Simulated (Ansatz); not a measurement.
Reaction (ligand exchange at a B–C bond): `B[CH](O)[GeH3]` + HI → `BI` + `O[CH2][GeH3]`

Isolated molecules relaxed with PBE0-D4/def2-TZVP in Ansatz; ΔE leaves out vibrations. CCSD(T)/CBS adds triple-zeta CCSD(T) − MP2 to the extrapolated MP2 energy (def2 sets, frozen cores). def2 core potentials past Kr. For Ge, I outer-core shells are correlated without core-valence functions, which leaves a few kJ/mol of doubt a bond. Scalar relativity is left out up to krypton. One conformer a species, not always the lowest.

```json
{"species": "`B[CH](O)[GeH3]`", "CCSD(T)/CBS(def2) energy (Eh)": "-2218.29983"}
{"species": "HI", "CCSD(T)/CBS(def2) energy (Eh)": "-298.03592"}
{"species": "`BI`", "CCSD(T)/CBS(def2) energy (Eh)": "-323.43628"}
{"species": "`O[CH2][GeH3]`", "CCSD(T)/CBS(def2) energy (Eh)": "-2192.91927"}
```

(1) Work out ΔE.

(2) What do rigid-rotor, harmonic-oscillator terms from PBE0-D4/def2-TZVP frequencies (298.15 K, 1 bar) make of the CCSD(T)/CBS value? (Estimate.)

Largest T1 diagnostic among the species: 0.013.

## Answers

(1) ΔE = (-323.43628) + (-2192.91927) − (-2218.29983) − (-298.03592) = -0.01980 Eh = -52.0 kJ/mol.

(2) Computed: ΔZPE = +9.5 kJ/mol, ΔH = -43.9 kJ/mol, ΔS = 19 J/(mol·K), ΔG = -49.4 kJ/mol.

From BLYP to BHLYP (50 % exact exchange), in def2-TZVPP and without D4, ΔE moves by −13.8 kJ/mol. Leaving LDA and LC-ωPBE aside and taking each functional with its dispersion term where it has one, the values, not all of them listed here, spread over 23.5 kJ/mol, from BHLYP-D4 to PBE-D4. LDA lies +19.3 kJ/mol from PBE without D4.
